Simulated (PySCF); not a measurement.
**Ar⁺ (argon, charge +1): UHF calculation**

Configuration: [Ne] 3s2 3p5, 2P determinant. All numbers are calculated (PySCF 2.14, scalar relativity by spin-free X2C-1e, in cc-pVTZ-DK (5s4p2d1f, 34 functions)).

- Total energy: -528.086487 hartree
- One-electron energy: -721.8907 hartree
- Hartree (Coulomb) energy: 223.8237 hartree
- Exchange energy: -30.0196 hartree
- ⟨S²⟩: 0.7582
- ⟨L²⟩: 2.029
- Sum of ⟨r⟩: 13.79 bohr
- Sum of ⟨r²⟩: 20.21 bohr²
- Traceless quadrupole moment −½Σ⟨3z² − r²⟩ along its main axis: 1.16 e·bohr²
- Langevin diamagnetic susceptibility: -16.0 ×10⁻⁶ cm³/mol
- Time after the integrals: 0.11 s of wall time on 1 thread of Neoverse-V1 (shared host)

| shell | electrons | mean orbital energy (hartree) | spread (hartree) | rms radius, mean of both spins (bohr) |
| --- | --- | --- | --- | --- |
| 1s α | 1 | -119.61962 | 0 | 0.0991 |
| 1s β | 1 | -119.60499 | 0 | 0.0991 |
| 2s α | 1 | -12.93034 | 0 | 0.446 |
| 2s β | 1 | -12.91608 | 0 | 0.446 |
| 2p α | 3 | -10.09952 | 0.03117 | 0.417 |
| 2p β | 3 | -10.07391 | 0.02417 | 0.417 |
| 3s α | 1 | -1.79417 | 0 | 1.48 |
| 3s β | 1 | -1.65396 | 0 | 1.48 |
| 3p α | 3 | -1.07102 | 0.09029 | 1.69 |
| 3p β | 2 | -1.01492 | 0 | 1.69 |

Densities and radii are taken from the X2C orbitals without a picture-change correction, which distorts them close to the nucleus.
